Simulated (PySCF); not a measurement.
**RuO₃ at several levels of theory**

All levels use the PBE0 minimum (triplet; Ru–O 1.672 Å, Ru–O 1.695 Å (×2); O–Ru–O 111.0°, O–Ru–O 124.5° (×2)), basis [Ru def2-TZVP with ECP28, O def2-TZVP], scalar-relativistic core potentials, density fitting, no spin–orbit coupling, PySCF. For vertical energies the ionised species is a doublet (spins chosen at PBE0 and kept) and the electron-attached one a doublet. Atomisation goes to high-spin ground-configuration atoms, without zero-point energy. Open shells are unrestricted, also as the reference of the correlated levels. A dash marks a value that was not computed or is not defined at that level.

| level | atomisation (kJ/mol) | vertical IP (eV) | vertical EA (eV) | −ε(HOMO) (eV) | dipole (D) |
| --- | --- | --- | --- | --- | --- |
| PBE0 | 1305 | 10.78 | 3.47 | 8.34 | 0.72 |
| HF | 240 | 13.78 | 1.52 | 12.50 | 0.55 |
| MP2 | 1215 | 4.80 | 5.79 | – | – |
| PBE | 1622 | 10.10 | 3.25 | 6.34 | 0.66 |

Spin contamination in at least one species weakens the values at: HF, MP2.

Without diffuse functions attachment energies tend to come out too low.

With open d or f shells other occupations or spin states may lie lower.
